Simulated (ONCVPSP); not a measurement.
Pt (Z = 78): one change to an ONCV potential, before and after

```json
{
 "Element": "platinum (Pt)",
 "Generator": "ONCVPSP 4.0.1",
 "Type": "optimised norm-conserving Vanderbilt (ONCV)",
 "Functional": "PBEsol",
 "Relativity": "fully relativistic",
 "Frozen core": "[Kr] 4d10 4f14",
 "Valence charge": "18",
 "Reference configuration": "5s2 5p6 5d9 6s1",
 "Partial waves": "5s+6s: rc 1.65 bohr, ncon 4, nbas 8, qcut 7.6 1/bohr, 2 projectors; 5p: rc 1.70 bohr, ncon 4, nbas 7, qcut 8.5 1/bohr, 2 projectors, debl 3.8 Ha; 5d: rc 2.40 bohr, ncon 3, nbas 8, qcut 6.8 1/bohr, 2 projectors, debl 0.9 Ha",
 "Local potential": "polynomial inside 1.60 bohr (lpopt 5, dvloc0 0 Ha)",
 "Core correction": "Teter function, parameters optimised by the program"
}
```

Open shells are filled in proportion to 2j + 1.

Change: all radii but the core radius scaled by about 0.93 (s 1.54, p 1.58, d 2.24 bohr); local potential polynomial inside 1.50 bohr (lpopt 5, dvloc0 0 Ha).

Cutoffs: the cutoffs (Ha) at which the residual kinetic energy of the hardest occupied pseudo-wave falls to 1 and 0.1 mHa per electron; they do not see the model core or the augmentation charge, which bear on the density cutoff. Errors are all-electron minus pseudo energies relative to the spin-unpolarised reference configuration.

Q: How do hardness, ghosts and transferability respond?

A: The potential gets harder (21 Ha and 27 Ha → 25 Ha and 30 Ha); a bound ghost appears in s, which as a rule spoils a file; the errors of the 4 common tests hardly move. A smaller radius makes the pseudo-wave follow the all-electron one further in, where it bends more sharply, so more plane waves are needed.

| quantity | base | changed |
| --- | --- | --- |
| cutoff, loose | 21 Ha | 25 Ha |
| cutoff, tight | 27 Ha | 30 Ha |
| loose cutoff by channel | s 21 Ha, p 20 Ha, d 15 Ha | s 23 Ha, p 25 Ha, d 16 Ha |
| bound ghosts | none | s |
| GHOST(+) flags under 300 eV | none | none |
| largest miss of a reference level, eV | 0.00 | 0.05 |
| error for 5s2 5p6 5d9 6s0, meV [ΔE 9.24 eV] | -73 | -76 |
| error for 5s2 5p6 5d8 6s0, meV [ΔE 29.25 eV] | -297 | -310 |
| error for 5s2 5p6 5d7 6s0, meV [ΔE 61.50 eV] | -713 | -754 |
| error for 5s2 5p6 5d9.5 6s0.5, meV [ΔE -0.13 eV] | -2.3 | -2.1 |
| rms error of d²Exc/dni dnj with the model core, mHa | 1.27 | 1.07 |

 A true bound ghost makes a file unfit for plane-wave use even where its test errors are small: the radial tests pick states by their node count and pass the ghost by.
